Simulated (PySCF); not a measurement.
# Electronic structure of Bi³⁺ (bismuth, charge +3) at the UHF level

Configuration: [Xe] 4f14 5d10 6s2, closed-shell 1S. All numbers are calculated (PySCF 2.14, scalar relativity through the core potential, in aug-cc-pVQZ-PP with one added diffuse shell each of s, p, d, f, g type with ECP60MDF (8s8p6d4f3g, 117 functions)).

```json
{
  "Total energy": "-211.883261 hartree",
  "One-electron energy": "-350.1007 hartree",
  "Hartree (Coulomb) energy": "153.5913 hartree",
  "Exchange energy": "-15.3739 hartree",
  "⟨S²⟩": "0.0000",
  "⟨L²⟩": "0.000",
  "Sum of ⟨r⟩": "23.99 bohr",
  "Sum of ⟨r²⟩": "34.32 bohr²"
}
```

```
shell  electrons  mean orbital energy (eV)  rms radius, mean of both spins (bohr)
   5s          2                   -209.89                                  0.899
   5p          6                   -143.92                                   1.02
   5d         10                   -63.552                                   1.30
   6s          2                   -42.875                                   2.18
```

Energies and moments cover only the electrons outside the core potential. Spin-orbit coupling, which splits the p, d and f shells strongly at this Z, is absent.
